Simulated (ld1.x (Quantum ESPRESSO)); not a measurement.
Hf (Z = 72): from the effect back to the setting (PAW)

Base potential:

```
Element                 : hafnium (Hf)
Generator               : ld1.x (Quantum ESPRESSO) 7.5
Type                    : PAW
Functional              : PBEsol
Relativity              : scalar-relativistic
Frozen core             : [Kr] 4d10 4f14
Valence charge          : 12
Reference configuration : 5s2 5p6 5d2 6s2 6p0
Partial waves           : 5s (bound): rcut 1.45, rcutus 1.70 bohr; 6s (bound): rcut 1.45, rcutus 1.70 bohr; 5p (bound): rcut 1.75, rcutus 2.30 bohr; 6p (bound, empty): rcut 1.75, rcutus 2.30 bohr; 5d (bound): rcut 2.45, rcutus 2.60 bohr; 5d channel at 4.7 Ry: rcut 2.45, rcutus 2.60 bohr
Local potential         : all-electron potential smoothed inside 1.60 bohr (lloc = -1)
Core correction         : a·sin(br)/r model core, default radius (ld1.x builds one for every PAW set, though the input has nlcc=.false.)
Augmentation charge     : BESSEL, radius 1.60 bohr
```

Cutoffs, loose and tight: the cutoffs (Ry, on a coarse ladder) from which the occupation-weighted sum of valence levels, in a spherical-Bessel basis at the reference potential, stays within 10 and 1 mRy of its value at 400 Ry. They do not see the model core or the augmentation charge, which bear on the density cutoff. Test errors are all-electron minus pseudo excitation energies from the reference, over the configurations 5s2 5p6 5d2 6s1 6p0; 5s2 5p6 5d2 6s0 6p0; 5s2 5p6 5d1 6s0 6p0; 5s2 5p5 5d2 6s2 6p0; 5s2 5p6 5d3 6s0 6p0; 5s2 5p6 5d3 6s1 6p0; 5s2 5p6 5d2 6s1 6p1; variants that change the core or the reference have their own tests. The largest error is taken over the tests solved by every variant that gives reliable tests at all, those not shown here included: 5s2 5p6 5d1 6s0 6p0; 5s2 5p6 5d2 6s0 6p0; 5s2 5p6 5d2 6s1 6p0.

A file whose overlap is not positive is unfit for use, and its test errors describe a broken file.

Only the p radius is moved (3 further runs of the sweep failed or gave no value and are left out):

```tsv
p radius (bohr)	bound ghosts	largest test error (meV)	median size of the test errors
1.58	not determined (overlap not positive)	-49	7.0 meV
1.8	not determined (overlap not positive)	-47	7.3 meV
2.36	not determined (overlap not positive)	-42	8.0 meV
2.94	not determined (overlap not positive)	-69	11.0 meV
```

**Question.** One more run gave bound ghosts: not determined (overlap not positive); largest test error (meV): -51; median size of the test errors: 7.5 meV. Which value of the p radius was used?

**Answer.** 2.02 bohr. The median size of the test errors moves one way along this sweep, from 7.0 meV at 1.58 to 11.0 meV at 2.94 bohr, which places the run between 1.8 and 2.36 bohr.
